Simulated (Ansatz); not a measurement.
Relaxation of Sn₃₁H₃₆, a nanocrystal cut from cubic tin with RKS r2SCAN-D4/def2-SVP.

```sh
$ ansatz run in.yaml --threads 11 --pin off --events-out ev --progress --plain --max-ram 174080MiB --backend cuda --devices 0, --max-vram 75GiB
```

```yaml
crystal:
  periodic: [false, false, false]
  atoms:
    - {symbol: Sn, position_ang: [-4.983400, -1.440700, 1.893800]}
    - {symbol: Sn, position_ang: [-5.008100, 1.805600, -1.349400]}
    - {symbol: Sn, position_ang: [-1.751600, -4.689300, 1.894300]}
    - {symbol: Sn, position_ang: [1.505800, -4.697600, -1.347900]}
    - {symbol: Sn, position_ang: [-1.754600, 1.789600, -4.608400]}
    - {symbol: Sn, position_ang: [1.510400, -1.452400, -4.605500]}
    - {symbol: Sn, position_ang: [-1.755300, -1.456800, -1.356000]}
    - {symbol: Sn, position_ang: [-1.747700, 1.811400, 1.904000]}
    - {symbol: Sn, position_ang: [1.460800, -1.481300, 1.886300]}
    - {symbol: Sn, position_ang: [1.495100, 1.795200, -1.352900]}
    - {symbol: Sn, position_ang: [-1.711800, -1.469700, 5.128200]}
    - {symbol: Sn, position_ang: [-1.712900, 5.046700, -1.346200]}
    - {symbol: Sn, position_ang: [1.493700, 5.012300, 1.891400]}
    - {symbol: Sn, position_ang: [4.748100, -1.471400, -1.366400]}
    - {symbol: Sn, position_ang: [4.745300, 1.777800, 1.887400]}
    - {symbol: Sn, position_ang: [-3.364600, -3.075000, 0.258800]}
    - {symbol: Sn, position_ang: [-3.357200, 0.182900, -2.973800]}
    - {symbol: Sn, position_ang: [-3.378400, 0.180500, 3.503900]}
    - {symbol: Sn, position_ang: [-3.352900, 3.398400, 0.280100]}
    - {symbol: Sn, position_ang: [-0.121400, -3.094200, -2.983300]}
    - {symbol: Sn, position_ang: [-0.120300, -6.316400, 0.251600]}
    - {symbol: Sn, position_ang: [-0.137700, -3.072500, 3.504400]}
    - {symbol: Sn, position_ang: [3.127500, -3.064100, 0.241600]}
    - {symbol: Sn, position_ang: [-0.117300, 0.187900, -6.228100]}
    - {symbol: Sn, position_ang: [-0.133200, 3.425800, -2.974800]}
    - {symbol: Sn, position_ang: [3.137400, 0.164300, -3.000800]}
    - {symbol: Sn, position_ang: [-0.122700, 0.162800, 0.278000]}
    - {symbol: Sn, position_ang: [-0.118200, 3.390100, 3.493500]}
    - {symbol: Sn, position_ang: [3.137200, 0.179700, 3.501800]}
    - {symbol: Sn, position_ang: [3.123900, 3.421200, 0.273400]}
    - {symbol: Sn, position_ang: [6.382100, 0.173400, 0.265000]}
    - {symbol: H, position_ang: [-5.985500, -2.430200, 2.848200]}
    - {symbol: H, position_ang: [-5.983700, -0.459400, 0.874500]}
    - {symbol: H, position_ang: [-5.976600, 2.775300, -2.336200]}
    - {symbol: H, position_ang: [-5.983500, 0.809000, -0.344800]}
    - {symbol: H, position_ang: [-2.730900, -5.704200, 2.859200]}
    - {symbol: H, position_ang: [2.520800, -5.692700, -2.359500]}
    - {symbol: H, position_ang: [-2.734500, 2.782200, -5.581400]}
    - {symbol: H, position_ang: [2.495000, -2.445800, -5.604900]}
    - {symbol: H, position_ang: [-2.729600, -2.461500, 6.136900]}
    - {symbol: H, position_ang: [-0.727700, -0.482800, 6.089900]}
    - {symbol: H, position_ang: [-2.727400, 6.068300, -2.364200]}
    - {symbol: H, position_ang: [-0.769300, 6.038900, -0.375700]}
    - {symbol: H, position_ang: [0.500800, 6.024800, 0.903800]}
    - {symbol: H, position_ang: [2.488400, 6.034200, 2.879300]}
    - {symbol: H, position_ang: [5.726800, -2.450800, -2.363400]}
    - {symbol: H, position_ang: [5.739600, 2.768200, 2.865500]}
    - {symbol: H, position_ang: [-4.337300, -4.069300, -0.727500]}
    - {symbol: H, position_ang: [-4.351500, -0.829800, -3.975100]}
    - {symbol: H, position_ang: [-4.352700, 1.166800, 4.487000]}
    - {symbol: H, position_ang: [-4.346600, 4.398700, 1.243600]}
    - {symbol: H, position_ang: [-1.127600, -4.074400, -3.947300]}
    - {symbol: H, position_ang: [-1.131800, -7.311100, -0.758700]}
    - {symbol: H, position_ang: [0.871900, -7.300000, 1.255900]}
    - {symbol: H, position_ang: [0.862500, -4.065100, 4.514900]}
    - {symbol: H, position_ang: [4.126900, -4.038900, 1.262600]}
    - {symbol: H, position_ang: [-1.123000, -0.825400, -7.217700]}
    - {symbol: H, position_ang: [0.873600, 1.162100, -7.214100]}
    - {symbol: H, position_ang: [0.846900, 4.420000, -3.980300]}
    - {symbol: H, position_ang: [4.099400, 1.172100, -3.951900]}
    - {symbol: H, position_ang: [0.879400, 2.423900, 4.490400]}
    - {symbol: H, position_ang: [-1.071100, 4.420800, 4.487300]}
    - {symbol: H, position_ang: [2.119200, 1.163900, 4.481100]}
    - {symbol: H, position_ang: [4.119500, -0.830400, 4.522800]}
    - {symbol: H, position_ang: [4.131400, 4.366900, -0.726000]}
    - {symbol: H, position_ang: [7.337700, -0.806900, 1.261900]}
    - {symbol: H, position_ang: [7.370200, 1.146600, -0.699200]}
basis:
  gaussian: {orbitals: def2-SVP, fitting: {mean_field: def2-universal-jkfit}}
hamiltonian: {xc: r2scan, dispersion: d4}
scf: {lower_state_search: "off"}
output: {orbitals: {seedname: orbitals}}
relax: {f_tol: 0.03, max_steps: 70}
```

Hardware: 11 threads of AMD EPYC 7R13 on a shared host and a whole NVIDIA H100 80GB HBM3. Wall time 86 s, peak host memory 2.1 GiB.

Positions (Å) and forces (eV/Å) at steps 1, 2, 3 of 10:

```xyz
67
step=1 energy=-181452.1920 eV
Sn   -4.983   -1.441    1.894    0.121    0.006   -0.277
Sn   -5.008    1.806   -1.349    0.517   -0.201    0.095
Sn   -1.752   -4.689    1.894    0.243   -0.045   -0.362
Sn    1.506   -4.698   -1.348    0.042   -0.178   -0.154
Sn   -1.755    1.790   -4.608    0.369   -0.137    0.208
Sn    1.510   -1.452   -4.606   -0.298    0.107   -0.034
Sn   -1.755   -1.457   -1.356    0.128   -0.043   -0.125
Sn   -1.748    1.811    1.904   -0.037   -0.301   -0.029
Sn    1.461   -1.481    1.886    0.532    0.199    0.094
Sn    1.495    1.795   -1.353    0.181   -0.038   -0.150
Sn   -1.712   -1.470    5.128   -0.686   -0.039   -0.217
Sn   -1.713    5.047   -1.346   -0.910   -0.169   -0.574
Sn    1.494    5.012    1.891    0.199    0.177    0.128
Sn    4.748   -1.471   -1.366    0.043    0.516    0.180
Sn    4.745    1.778    1.887   -0.056   -0.038   -0.311
Sn   -3.365   -3.075    0.259    0.062    0.236    0.386
Sn   -3.357    0.183   -2.974   -0.221    0.045    0.068
Sn   -3.378    0.180    3.504    0.442   -0.410   -0.017
Sn   -3.353    3.398    0.280    0.115    0.078   -0.487
Sn   -0.121   -3.094   -2.983    0.324    0.360    0.225
Sn   -0.120   -6.316    0.252   -0.233    0.050   -0.002
Sn   -0.138   -3.072    3.504   -0.015   -0.244    0.105
Sn    3.127   -3.064    0.242   -0.140   -0.008    0.096
Sn   -0.117    0.188   -6.228   -0.183   -0.345    0.199
Sn   -0.133    3.426   -2.975   -0.114   -0.190    0.004
Sn    3.137    0.164   -3.001   -0.401   -0.359    0.547
Sn   -0.123    0.163    0.278   -0.165    0.102   -0.092
Sn   -0.118    3.390    3.494   -0.048    0.387   -0.016
Sn    3.137    0.180    3.502   -0.027   -0.467   -0.043
Sn    3.124    3.421    0.273   -0.151   -0.287    0.206
Sn    6.382    0.173    0.265   -0.694   -0.159   -0.033
H    -5.986   -2.430    2.848   -0.183   -0.170    0.196
H    -5.984   -0.459    0.875    0.022   -0.157    0.193
H    -5.977    2.775   -2.336   -0.284    0.284   -0.247
H    -5.984    0.809   -0.345   -0.092    0.091   -0.097
H    -2.731   -5.704    2.859   -0.166   -0.130    0.169
H     2.521   -5.693   -2.360   -0.102    0.097    0.095
H    -2.735    2.782   -5.581   -0.233    0.217   -0.212
H     2.495   -2.446   -5.605    0.086   -0.084   -0.081
H    -2.730   -2.462    6.137    0.192    0.162   -0.084
H    -0.728   -0.483    6.090    0.197    0.203    0.287
H    -2.727    6.068   -2.364    0.240   -0.264    0.264
H    -0.769    6.039   -0.376    0.237    0.392    0.233
H     0.501    6.025    0.904    0.152   -0.033    0.179
H     2.488    6.034    2.879   -0.078   -0.076   -0.061
H     5.727   -2.451   -2.363    0.169   -0.199   -0.162
H     5.740    2.768    2.865    0.136    0.147    0.156
H    -4.337   -4.069   -0.728   -0.177   -0.176   -0.176
H    -4.351   -0.830   -3.975    0.053    0.043    0.044
H    -4.353    1.167    4.487   -0.221    0.220    0.229
H    -4.347    4.399    1.244   -0.146    0.157    0.198
H    -1.128   -4.074   -3.947   -0.180   -0.188   -0.200
H    -1.132   -7.311   -0.759    0.172    0.071    0.173
H     0.872   -7.300    1.256   -0.023   -0.101   -0.022
H     0.863   -4.065    4.515   -0.017    0.027   -0.069
H     4.127   -4.039    1.263   -0.010   -0.011   -0.003
H    -1.123   -0.825   -7.218    0.128    0.142    0.032
H     0.874    1.162   -7.214    0.099    0.128   -0.204
H     0.847    4.420   -3.980    0.099    0.040   -0.060
H     4.099    1.172   -3.952    0.329    0.321   -0.333
H     0.879    2.424    4.490   -0.040    0.010    0.115
H    -1.071    4.421    4.487   -0.058   -0.005    0.047
H     2.119    1.164    4.481    0.127   -0.102    0.087
H     4.120   -0.830    4.523   -0.117    0.123   -0.104
H     4.131    4.367   -0.726    0.167    0.183   -0.178
H     7.338   -0.807    1.262    0.287   -0.203    0.203
H     7.370    1.147   -0.699    0.296    0.238   -0.224
67
step=2 energy=-181451.9842 eV rejected
Sn   -4.985   -1.547    1.952   -0.189    0.333    0.423
Sn   -4.940    1.875   -1.439   -0.672    0.194    0.239
Sn   -1.720   -4.753    1.823   -0.396    0.510    0.640
Sn    1.488   -4.742   -1.369    0.112    0.238    0.200
Sn   -1.709    1.794   -4.605   -0.446   -0.271   -0.146
Sn    1.445   -1.432   -4.653    0.719   -0.136    0.222
Sn   -1.738   -1.467   -1.392   -0.257    0.099    0.269
Sn   -1.783    1.758    1.888    0.092    0.517   -0.074
Sn    1.581   -1.434    1.902   -1.016   -0.502   -0.345
Sn    1.541    1.783   -1.394   -0.442    0.168    0.340
Sn   -1.799   -1.402    5.105    1.257   -0.926    0.692
Sn   -1.882    5.029   -1.440    1.043    0.277   -0.093
Sn    1.616    5.035    1.981   -0.289   -0.111   -0.113
Sn    4.808   -1.369   -1.343   -0.565   -1.138   -0.268
Sn    4.772    1.789    1.841   -0.028   -0.271    0.541
Sn   -3.370   -3.046    0.325    0.310   -0.397   -0.525
Sn   -3.393    0.211   -2.955    0.525   -0.229   -0.441
Sn   -3.323    0.094    3.553   -1.114    0.826   -0.791
Sn   -3.355    3.457    0.187   -0.320   -0.500    0.859
Sn   -0.046   -3.030   -2.972   -0.345   -0.480   -0.064
Sn   -0.136   -6.315    0.283    0.425   -0.456   -0.387
Sn   -0.143   -3.100    3.494   -0.053    0.393   -0.118
Sn    3.105   -3.062    0.229    0.288    0.045   -0.294
Sn   -0.123    0.158   -6.216   -0.223    0.459   -0.437
Sn   -0.154    3.383   -2.979    0.154    0.409    0.197
Sn    3.099    0.110   -2.943    0.171    0.102   -0.632
Sn   -0.133    0.176    0.243    0.354   -0.075    0.158
Sn   -0.197    3.525    3.494    0.090   -0.320   -0.110
Sn    3.198    0.059    3.475    0.430    0.818    0.281
Sn    3.130    3.378    0.287   -0.065    0.292   -0.147
Sn    6.343    0.141    0.262    0.881    0.541    0.395
H    -6.024   -2.517    2.931    0.097   -0.034   -0.008
H    -6.017   -0.571    0.988   -0.006    0.006    0.021
H    -5.985    2.861   -2.405    0.122   -0.051   -0.034
H    -5.996    0.917   -0.467    0.027    0.058   -0.054
H    -2.735   -5.727    2.847    0.082    0.036   -0.086
H     2.505   -5.708   -2.367    0.022   -0.055   -0.046
H    -2.737    2.797   -5.590    0.112   -0.070    0.055
H     2.469   -2.440   -5.629   -0.065    0.058    0.065
H    -2.720   -2.402    6.150   -0.114   -0.028    0.049
H    -0.775   -0.450    6.132   -0.101   -0.058   -0.123
H    -2.818    6.056   -2.404   -0.280    0.147   -0.288
H    -0.896    6.078   -0.472   -0.107   -0.092   -0.125
H     0.622    6.055    1.028    0.044    0.109   -0.092
H     2.568    6.068    2.954    0.159    0.021    0.114
H     5.760   -2.425   -2.350   -0.057    0.150    0.071
H     5.759    2.788    2.864   -0.047   -0.074   -0.095
H    -4.346   -4.059   -0.700    0.040    0.079    0.060
H    -4.356   -0.812   -3.961   -0.027    0.019    0.002
H    -4.334    1.129    4.524    0.091   -0.101   -0.090
H    -4.345    4.433    1.235    0.047   -0.081   -0.128
H    -1.078   -4.040   -3.949    0.063    0.089    0.061
H    -1.098   -7.336   -0.703   -0.071   -0.074   -0.074
H     0.841   -7.359    1.248   -0.002    0.057   -0.007
H     0.872   -4.083    4.485   -0.003   -0.030    0.073
H     4.104   -4.041    1.249    0.015   -0.020    0.001
H    -1.100   -0.803   -7.250   -0.044   -0.066   -0.023
H     0.849    1.148   -7.254   -0.025   -0.083    0.087
H     0.858    4.380   -3.976   -0.065   -0.018    0.033
H     4.093    1.143   -3.941   -0.111   -0.083    0.075
H     0.771    2.538    4.523   -0.090    0.005    0.060
H    -1.163    4.496    4.531   -0.081    0.070   -0.026
H     2.238    1.034    4.524    0.014   -0.046   -0.031
H     4.155   -0.892    4.525    0.154   -0.152    0.002
H     4.137    4.366   -0.730   -0.053   -0.043    0.082
H     7.376   -0.828    1.263   -0.117    0.042   -0.107
H     7.387    1.137   -0.700   -0.055   -0.096    0.055
67
step=3 energy=-181452.5153 eV
Sn   -4.983   -1.491    1.928   -0.005    0.018   -0.022
Sn   -4.990    1.839   -1.393    0.024   -0.035    0.042
Sn   -1.736   -4.710    1.872    0.010    0.006   -0.011
Sn    1.502   -4.711   -1.351    0.001   -0.022   -0.006
Sn   -1.737    1.785   -4.611    0.036   -0.039    0.017
Sn    1.491   -1.445   -4.620   -0.002    0.007   -0.003
Sn   -1.748   -1.459   -1.365   -0.012    0.010    0.011
Sn   -1.761    1.798    1.896   -0.003    0.004   -0.021
Sn    1.505   -1.466    1.893   -0.016   -0.032   -0.039
Sn    1.507    1.798   -1.366   -0.019    0.019    0.010
Sn   -1.742   -1.448    5.120    0.038   -0.100    0.065
Sn   -1.781    5.045   -1.393   -0.043   -0.029   -0.078
Sn    1.542    5.029    1.929    0.020    0.021    0.028
Sn    4.765   -1.443   -1.358   -0.037   -0.002   -0.003
Sn    4.757    1.772    1.876   -0.009   -0.015   -0.010
Sn   -3.363   -3.073    0.280    0.026    0.009    0.031
Sn   -3.366    0.192   -2.973    0.002   -0.004   -0.022
Sn   -3.362    0.150    3.519   -0.064    0.045   -0.102
Sn   -3.362    3.421    0.245   -0.021   -0.029   -0.009
Sn   -0.098   -3.075   -2.977    0.040    0.027    0.025
Sn   -0.127   -6.323    0.257    0.022   -0.046   -0.022
Sn   -0.141   -3.079    3.503   -0.003   -0.011    0.002
Sn    3.123   -3.065    0.238   -0.005   -0.005   -0.009
Sn   -0.123    0.175   -6.231   -0.035   -0.022   -0.019
Sn   -0.143    3.417   -2.979   -0.003   -0.004    0.013
Sn    3.119    0.150   -2.980   -0.051   -0.065    0.049
Sn   -0.124    0.172    0.269    0.018    0.010   -0.006
Sn   -0.151    3.452    3.496   -0.004    0.059   -0.008
Sn    3.165    0.125    3.489    0.049    0.029    0.047
Sn    3.124    3.405    0.286   -0.020   -0.040    0.027
Sn    6.375    0.162    0.263   -0.024    0.032    0.032
H    -5.999   -2.479    2.898   -0.015   -0.062    0.069
H    -6.003   -0.514    0.944   -0.020   -0.060    0.078
H    -5.992    2.820   -2.380   -0.034    0.076   -0.079
H    -6.014    0.867   -0.408   -0.031    0.065   -0.074
H    -2.735   -5.709    2.865   -0.022   -0.013    0.025
H     2.511   -5.693   -2.357   -0.012    0.003    0.001
H    -2.739    2.788   -5.593   -0.034    0.032   -0.036
H     2.494   -2.447   -5.609    0.009   -0.008   -0.004
H    -2.716   -2.434    6.147    0.017    0.028    0.005
H    -0.740   -0.473    6.117    0.020    0.033    0.049
H    -2.762    6.050   -2.386   -0.053   -0.010   -0.039
H    -0.816    6.075   -0.425    0.001    0.086   -0.006
H     0.566    6.057    0.956    0.068    0.027    0.051
H     2.525    6.042    2.913    0.040   -0.010    0.035
H     5.739   -2.453   -2.364    0.026   -0.020   -0.022
H     5.751    2.771    2.874    0.020    0.017    0.022
H    -4.345   -4.073   -0.728   -0.026   -0.019   -0.020
H    -4.350   -0.822   -3.973    0.005    0.009    0.006
H    -4.356    1.162    4.500   -0.028    0.020    0.038
H    -4.357    4.410    1.250   -0.019    0.022    0.024
H    -1.119   -4.069   -3.954   -0.014   -0.015   -0.027
H    -1.110   -7.334   -0.736    0.022   -0.007    0.025
H     0.858   -7.335    1.243   -0.010   -0.031   -0.010
H     0.862   -4.068    4.507   -0.003   -0.001   -0.011
H     4.121   -4.044    1.257   -0.007   -0.005   -0.008
H    -1.110   -0.812   -7.242    0.016    0.017   -0.016
H     0.864    1.155   -7.244    0.006    0.010   -0.038
H     0.855    4.413   -3.981    0.013   -0.007   -0.003
H     4.100    1.172   -3.961    0.049    0.043   -0.057
H     0.815    2.472    4.526   -0.068    0.040    0.039
H    -1.121    4.452    4.505   -0.060    0.025    0.003
H     2.180    1.099    4.512    0.071   -0.068    0.027
H     4.142   -0.859    4.512    0.025   -0.032   -0.026
H     4.133    4.377   -0.723    0.021    0.033   -0.014
H     7.371   -0.820    1.260    0.062   -0.041    0.022
H     7.399    1.146   -0.704    0.057    0.028   -0.035
```

In the def2 sets Sn takes a core potential; there is no spin–orbit coupling. Single mean-field runs in def2-SVP are fitted with def2-universal-jkfit.
